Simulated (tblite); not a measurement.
A geometry optimisation, step by step.

C5H8F3NSi.
Numbering: `[N:1]#[C:2][CH2:3][CH2:4][C@@H:5]([SiH3:6])[C:7]([F:8])([F:9])[F:10]` (hydrogens: H11, H12 on C3; H13, H14 on C4; H15 on C5; H16, H17, H18 on Si6)

Computed with GFN2-xTB (tblite), gas phase: L-BFGS steps from a force-field or distance-geometry start until the largest atomic force falls under 0.01 eV/Å. 4 of its 139 geometries are shown.

Step 0: E = -914.2916 eV, largest atomic force 3.769 eV/Å
```
atom  x, y, z in Å  |  force x, y, z in eV/Å
N1      2.896    0.088    2.019   -1.402  -0.380  -3.478
C2      2.475   -0.056    0.932    1.373   0.100   3.138
C3      1.960   -0.244   -0.406    0.967  -0.231  -0.432
C4      0.653    0.489   -0.574    0.060   1.175  -0.835
C5     -0.448    0.061    0.356    0.136   0.427   0.773
Si6    -1.933    1.140   -0.089   -1.416   0.569   0.252
C7     -0.908   -1.345    0.201   -0.171  -0.286   0.318
F8     -1.374   -1.556   -1.083    0.371  -0.410   1.545
F9     -1.950   -1.516    1.125    1.233  -0.539  -1.504
F10     0.058   -2.303    0.433   -1.469   0.709  -0.170
H11     1.823   -1.309   -0.648    0.187   0.142   0.339
H12     2.721    0.135   -1.132   -0.409  -0.099   0.487
H13     0.831    1.585   -0.388   -0.096  -0.850  -0.234
H14     0.289    0.386   -1.624    0.342   0.030   0.538
H15    -0.160    0.235    1.417   -0.022  -0.365  -0.573
H16    -2.685    1.465    1.141    0.212  -0.094  -0.229
H17    -1.452    2.382   -0.707   -0.001  -0.164   0.030
H18    -2.806    0.370   -0.985    0.103   0.266   0.033
```

Step 46: E = -914.7784 eV, largest atomic force 0.045 eV/Å
```
atom  x, y, z in Å  |  force x, y, z in eV/Å
N1      2.750    0.158    2.008    0.014   0.022   0.009
C2      2.431   -0.047    0.930    0.028  -0.025   0.019
C3      1.991   -0.284   -0.421   -0.007  -0.005   0.011
C4      0.674    0.459   -0.698   -0.012   0.003   0.000
C5     -0.446    0.132    0.293   -0.006   0.034  -0.004
Si6    -2.027    1.204    0.035    0.002   0.016  -0.013
C7     -0.884   -1.301    0.191    0.021  -0.005   0.000
F8     -1.112   -1.683   -1.080   -0.027  -0.009   0.012
F9     -2.035   -1.520    0.857   -0.004   0.005  -0.012
F10    -0.010   -2.195    0.686    0.035  -0.029   0.001
H11     1.874   -1.362   -0.563    0.004  -0.001   0.009
H12     2.770    0.068   -1.105   -0.028  -0.003   0.001
H13     0.868    1.534   -0.645   -0.028  -0.027  -0.023
H14     0.348    0.220   -1.713   -0.011   0.032   0.013
H15    -0.070    0.263    1.313   -0.012   0.004  -0.023
H16    -2.724    1.286    1.313    0.005  -0.015   0.002
H17    -1.558    2.511   -0.425    0.016  -0.010   0.020
H18    -2.848    0.564   -0.988    0.010   0.013  -0.021
```

Step 92: E = -914.7975 eV, largest atomic force 0.016 eV/Å
```
atom  x, y, z in Å  |  force x, y, z in eV/Å
N1      2.875    0.463    1.896   -0.009  -0.002   0.002
C2      2.494    0.113    0.877   -0.002   0.011   0.006
C3      1.986   -0.299   -0.407    0.001  -0.001   0.005
C4      0.641    0.380   -0.712    0.001   0.001  -0.006
C5     -0.463    0.088    0.307    0.000  -0.003  -0.004
Si6    -1.987    1.233    0.037    0.006   0.014   0.003
C7     -0.936   -1.335    0.223    0.001   0.000   0.005
F8     -1.296   -1.689   -1.025    0.001   0.009   0.011
F9     -2.017   -1.554    0.995    0.002  -0.003  -0.001
F10    -0.030   -2.253    0.613    0.002  -0.001  -0.014
H11     1.891   -1.387   -0.410    0.010  -0.007   0.005
H12     2.718   -0.016   -1.170    0.000  -0.009  -0.001
H13     0.800    1.460   -0.740   -0.001   0.009  -0.004
H14     0.309    0.066   -1.704   -0.003  -0.003  -0.009
H15    -0.070    0.223    1.320   -0.001  -0.003   0.000
H16    -2.965    0.972    1.084    0.001   0.005  -0.003
H17    -1.457    2.594    0.102    0.005  -0.012   0.008
H18    -2.504    0.946   -1.299   -0.015  -0.006  -0.002
```

Step 138: E = -914.8030 eV, largest atomic force 0.010 eV/Å
```
atom  x, y, z in Å  |  force x, y, z in eV/Å
N1      2.789    0.741    1.879    0.005   0.004   0.008
C2      2.461    0.279    0.887   -0.001   0.004  -0.008
C3      2.012   -0.285   -0.361    0.000  -0.002   0.000
C4      0.641    0.290   -0.754    0.002  -0.002   0.000
C5     -0.458    0.037    0.284    0.001   0.004   0.000
Si6    -1.930    1.259    0.073    0.004  -0.001   0.002
C7     -0.995   -1.361    0.185    0.001   0.003  -0.001
F8     -1.566   -1.610   -1.010    0.000   0.001  -0.006
F9     -1.941   -1.606    1.107   -0.003  -0.003   0.000
F10    -0.072   -2.331    0.349    0.002  -0.007   0.000
H11     1.971   -1.371   -0.254   -0.001  -0.001   0.003
H12     2.748   -0.043   -1.133   -0.005  -0.003  -0.001
H13     0.748    1.369   -0.891   -0.003  -0.001   0.005
H14     0.338   -0.137   -1.712    0.001   0.001  -0.003
H15    -0.041    0.138    1.290   -0.001  -0.001  -0.001
H16    -2.974    0.914    1.028   -0.002   0.001   0.006
H17    -1.351    2.575    0.331    0.000   0.009  -0.001
H18    -2.389    1.148   -1.310    0.000  -0.004  -0.003
```

Task: Summarise the path.

Result: The energy falls by 0.5114 eV from step 0 to step 138; nine tenths of that is first reached at step 20. It rises by more than 0.2 meV at step 1. The largest force goes from 3.769 to 0.010 eV/Å. Among the bonds C7–F9 changes most, from 1.403 to 1.344 Å; the atoms move by 0.473 Å rms after alignment.

Task: Follow the three bonds and two angles with the largest change from start to end.

Result: 
```tsv
step	E above end (eV)	largest force (eV/Å)	C7–F9 (Å)	C5–Si6 (Å)	C7–F8 (Å)	C4–C5–Si6 (°)	C5–C7–F9 (°)
0	0.5114	3.769	1.403	1.889	1.382	105.5	106.0
6	0.1060	0.276	1.349	1.927	1.348	108.1	110.4
12	0.0728	0.142	1.346	1.930	1.346	110.2	111.5
18	0.0546	0.133	1.345	1.939	1.347	111.4	110.6
24	0.0424	0.152	1.348	1.931	1.347	112.5	111.7
30	0.0325	0.110	1.346	1.929	1.347	113.1	111.8
36	0.0285	0.061	1.347	1.928	1.347	113.3	111.5
42	0.0260	0.048	1.348	1.928	1.347	113.1	111.5
48	0.0238	0.047	1.348	1.927	1.347	113.2	111.8
54	0.0211	0.091	1.347	1.927	1.346	113.2	111.5
60	0.0163	0.075	1.347	1.923	1.347	112.3	111.8
66	0.0126	0.051	1.347	1.924	1.346	112.0	112.1
72	0.0094	0.067	1.345	1.926	1.346	111.5	111.7
78	0.0068	0.025	1.345	1.925	1.347	111.3	112.1
84	0.0062	0.020	1.346	1.925	1.347	111.1	112.2
90	0.0055	0.018	1.346	1.925	1.346	111.3	112.1
96	0.0051	0.026	1.345	1.926	1.346	111.4	111.9
102	0.0043	0.031	1.345	1.925	1.347	111.7	111.9
108	0.0034	0.094	1.345	1.926	1.347	112.0	112.0
114	0.0024	0.034	1.344	1.925	1.347	111.9	111.9
120	0.0010	0.026	1.344	1.926	1.348	111.8	112.0
126	0.0005	0.017	1.344	1.925	1.347	111.6	112.2
132	0.0002	0.016	1.344	1.924	1.347	111.7	112.1
138	0.0000	0.010	1.344	1.925	1.347	111.7	112.1
```

What follows is the cost of the whole relaxation. On an Arm Neoverse N1 with one thread, no GPU, on a shared host, this took 1.9 s of wall time.
